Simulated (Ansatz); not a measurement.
`O[AsH][GeH3]` + `C[NH][In]([CH3])[F]` → `CN[AsH]O` + `[CH3][In]([F])[GeH3]`  (redistribution)

Calculated with Ansatz (gas phase, PBE0-D4/def2-TZVP geometries, no zero-point term in ΔE). CCSD(T)/CBS is the MP2 limit (def2-TZVPP, def2-QZVPP) plus CCSD(T) − MP2 in def2-TZVPP, frozen cores. DFT in def2-TZVPP. B3LYP here is the variant with VWN-RPA as its local correlation; programs differ in this. def2 core potentials past Kr. For As, Ge, In outer-core shells are correlated without core-valence functions, which leaves a few kJ/mol of doubt a bond. Scalar relativity is left out up to krypton. Each species was taken in one conformer, which may not be the lowest.

`O[AsH][GeH3]`:

Cartesian coordinates in Å:
```
O 0.606 1.005 -1.586
As 1.192 0.636 0.088
Ge -0.826 -0.536 0.772
H 0.887 1.897 -1.803
H 1.887 -0.680 -0.268
H -0.515 -1.347 2.043
H -1.317 -1.474 -0.339
H -1.915 0.500 1.094
```

`C[NH][In]([CH3])[F]`:

```xyz
12

C     1.974   -0.874    0.273
N     0.649   -1.276   -0.133
In   -1.014   -0.192   -0.286
C    -1.624    1.815    0.024
F    -2.397   -1.451   -0.902
H     2.721   -1.026   -0.518
H     1.992    0.190    0.522
H     2.323   -1.413    1.163
H     0.576   -2.251   -0.373
H    -2.676    1.900   -0.244
H    -1.032    2.488   -0.596
H    -1.491    2.089    1.070
```

`CN[AsH]O`:

Cartesian coordinates in Å:
```
C -0.763 0.347 1.000
N 0.485 0.768 0.394
As 1.413 -0.327 -0.726
O 0.134 -1.025 -1.806
H -1.580 0.214 0.282
H -1.075 1.074 1.754
H -0.608 -0.610 1.506
H 0.458 1.719 0.057
H 1.307 -1.519 0.220
H 0.226 -0.641 -2.681
```

`[CH3][In]([F])[GeH3]`:

Z-matrix (Å, degrees):
```
C
In 1 2.139
H 1 1.090 2 108.5
H 1 1.092 2 109.0 3 -118.2
H 1 1.090 2 111.6 3 121.5
F 2 1.974 1 108.7 3 31.2
Ge 2 2.592 1 141.2 3 -149.4
H 7 1.539 2 110.3 1 55.6
H 7 1.535 2 111.4 1 176.6
H 7 1.540 2 110.0 1 -62.7
```

Problem. Is it downhill or uphill in electronic energy at CCSD(T)/CBS, and by how much? (Best estimate.)

Solution. The calculation gave: Downhill: ΔE = -5.8 kcal/mol.

Problem. What do these levels give: r2SCAN-D4, B3LYP-D4, ωB97M-V, B3LYP, MP2/def2-TZVPP, CCSD/def2-TZVPP, CCSD(T)/def2-TZVPP, HF/def2-QZVPP, SCS-MP2/def2-QZVPP, HF/CBS(def2), MP2/CBS(def2), CCSD/CBS(def2)? (Best estimate.)

Solution. Computed: r2SCAN-D4 -6.8, B3LYP-D4 -6.8, ωB97M-V -7.1, B3LYP -6.8, MP2/def2-TZVPP -6.3, CCSD/def2-TZVPP -6.1, CCSD(T)/def2-TZVPP -6.1, HF/def2-QZVPP -6.3, SCS-MP2/def2-QZVPP -6.1, HF/CBS(def2) -6.3, MP2/CBS(def2) -6.1, CCSD/CBS(def2) -5.9 kcal/mol.

Largest T1 diagnostic among the species: 0.014.
